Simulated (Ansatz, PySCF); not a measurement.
Gas-phase reaction in SMILES: C[SiH](C)[SiH3] -> C[SiH](C)[SiH2-] + H+
Structures are relaxed separately at B3LYP-D3(BJ)/def2-TZVP in Ansatz (a quantum-chemistry and plane-wave program), one conformer each, not searched for the lowest. Frequencies are from Ansatz or PySCF.

Quantity: gas-phase deprotonation energy (enthalpy at 298 K, with B3LYP-D3(BJ) rigid-rotor harmonic-oscillator terms), in kJ/mol. Cores are frozen in the correlated levels unless marked. No spin-orbit coupling. No relativistic terms. Anions need diffuse functions: aug- sets have them; def2-D sets add few; the other sets have none. Basis-set limits of correlation are two-point, X^-3; Hartree-Fock from the larger set.

Level to compare with: CCSD(T)/CBS(aug-cc-pV(T+d)Z,aug-cc-pV(Q+d)Z) (Ansatz), 1521.5 kJ/mol. It is a level with limits of its own, and the differences hold the functionals' basis error too.

Problem. Rank these functionals by how close they come to CCSD(T)/CBS(aug-cc-pV(T+d)Z,aug-cc-pV(Q+d)Z), closest first: BHLYP/def2-TZVPD (Ansatz); wB97X-V/def2-TZVPD (Ansatz); r2SCAN0/def2-TZVPD (Ansatz).

Solution. r2SCAN0/def2-TZVPD (hybrid meta-GGA, 1526.0 kJ/mol, difference 4.5), wB97X-V/def2-TZVPD (range-separated hybrid with VV10, 1535.2 kJ/mol, difference 13.7), BHLYP/def2-TZVPD (global hybrid, 1542.8 kJ/mol, difference 21.3)
